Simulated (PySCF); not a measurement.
Run record: excited-state job, `[GeH4]`.

Method: TDDFT CAM-B3LYP/aug-cc-pVTZ, vertical, gas phase, core orbitals frozen in the response (PySCF 2.14.0, density-fitted response routines). Geometry: PBE0-D3(BJ)/def2-TZVP. The command runs a driver script over a list of jobs; the input below is this job's line of settings and its coordinates in Å.

Command:
```bash
OMP_NUM_THREADS=1 python probes_run.py task.json out
```

Input:
```
{"job": {"kind": "uv", "xc": "CAM-B3LYP", "basis": "aug-cc-pVTZ", "ip": false, "dynamic": false}, "charge": 0, "multiplicity": 1}
Ge     0.066116     0.213791    -0.164057
H     -0.572144    -0.662184    -1.249939
H      0.617693    -0.679751     0.954647
H     -0.991309     1.162339     0.416013
H      1.209393     1.034818    -0.774456
```

Question: Estimate the output.

Answer: 
```
coarse grid: 17304 points
cycle   1  E = -2079.5290381129  dE = -8.298e-01  |g| = 4.199e-01  |ddm| = 3.840e+00
cycle   2  E = -2079.5329931898  dE = -3.955e-03  |g| = 3.769e-01  |ddm| = 1.068e+00
cycle   3  E = -2079.5459193057  dE = -1.293e-02  |g| = 7.336e-03  |ddm| = 4.946e-01
cycle   4  E = -2079.5459421655  dE = -2.286e-05  |g| = 4.488e-04  |ddm| = 2.962e-02
cycle   5  E = -2079.5459422816  dE = -1.161e-07  |g| = 3.837e-05  |ddm| = 1.809e-03
final grid: 34528 points
cycle   6  E = -2079.5459152349  dE = -3.143e-09  |g| = 1.359e-05  |ddm| = 6.765e-04
cycle   7  E = -2079.5459152350  dE = -9.550e-11  |g| = 5.631e-06  |ddm| = 5.776e-05
converged SCF energy = -2079.5459152350

Static polarisability (au): isotropic 35.398, principal 35.392 35.400 35.401

Singlet excitations
state   eV       nm        f      main configurations
  1   8.5151    145.6   0.15094   H->L 0.87
  2   8.5189    145.5   0.15111   H-1->L 0.87
  3   8.5202    145.5   0.15128   H-2->L 0.87
  4   9.0022    137.7   0.00000   H-1->L+1 0.25, H->L+2 0.25, H-1->L+4 0.12
  5   9.0028    137.7   0.00000   H->L+3 0.25, H-2->L+1 0.25, H-2->L+4 0.12
  6   9.0059    137.7   0.00000   H-1->L+3 0.25, H-2->L+2 0.25, H-1->L+12 0.10
  7   9.1511    135.5   0.00000   H-2->L+1 0.19, H->L+1 0.17, H->L+3 0.15
  8   9.1540    135.4   0.00000   H-1->L+2 0.30, H-2->L+3 0.16, H-1->L+11 0.08
  9   9.6051    129.1   0.00004   H-1->L+2 0.20, H->L+1 0.20, H-2->L+3 0.20
 10   9.7966    126.6   0.17736   H-1->L+4 0.38, H->L+6 0.26, H->L+5 0.17

Triplet excitations (Tamm-Dancoff, eV): 7.9321 7.9342 7.9349 8.4479
```

The SCF starts on a coarse grid where the log names one; the energy can jump when the final grid takes over, and dE then counts from the start density on the new grid. H and L stand for HOMO and LUMO; the number after each pair is its weight.

Question: Give the mean polarisability as a volume in Å³, and the ratio of the largest to the smallest principal value.

Answer: 35.398 au × 0.148185 = 5.25 Å³; 35.401/35.392 = 1.00.

Summary of the converged run: HOMO -11.06 eV, LUMO 0.17 eV; lowest singlet 8.52 eV; lowest triplet 7.93 eV (Tamm–Dancoff); mean polarisability 35.4 au.

Isolated species at its PBE0-D3(BJ)/def2-TZVP geometry, gas phase. Relativistic effects, spin–orbit coupling among them, are left out although an element past zinc is present.

Question: How long does this job take on one thread of an Arm Neoverse N1, shared host with 64 logical CPUs at a one-minute load of 56? And the peak memory of the process?

Answer: About 10 s, with 0.54 GiB resident at the peak, the Python interpreter and its libraries included.
Labels such as C1 count atoms from 1, the log's own numbers from 0.
